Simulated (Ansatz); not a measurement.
Diatomic GeSe, closed-shell singlet (the spin of the measured ground state). No spin–orbit coupling. Ge is treated without relativity. Se is treated without relativity.

The constants come from a fifth-degree fit in 1/R (seven points, main isotopes). In def2 and cc sets the state is the lowest found near the PBE0 minimum, followed along R. The singlet is held restricted.

The values were computed with Ansatz (Gaussian basis) for Hartree–Fock, density functionals and correlated methods. Each number belongs to the level named beside it.

Energies at BHLYP/def2-TZVPP:

```json
[
 {"R (Å)": "1.990507", "E (hartree)": "-4478.55126176"},
 {"R (Å)": "2.044015", "E (hartree)": "-4478.55867737"},
 {"R (Å)": "2.093243", "E (hartree)": "-4478.56206748"},
 {"R (Å)": "2.148892", "E (hartree)": "-4478.56268839"},
 {"R (Å)": "2.204540", "E (hartree)": "-4478.56057090"},
 {"R (Å)": "2.268750", "E (hartree)": "-4478.55547101"},
 {"R (Å)": "2.343662", "E (hartree)": "-4478.54681746"}
]
```

**Question.** With a reduced mass of 38.4010 u, find the minimum, the force constant and the constants.

**Answer.** A fifth-degree polynomial in 1/R puts the minimum at r_e = 2.1321 Å with force constant 412 N/m. Then ω_e = (1/2πc)√(k/μ) = 427 cm⁻¹ and B_e = h/(8π²cμr_e²) = 0.09657 cm⁻¹; the cubic and quartic terms give α_e = 0.00025 and ω_e x_e = 0.76 cm⁻¹.

Ansatz is an electronic-structure program.
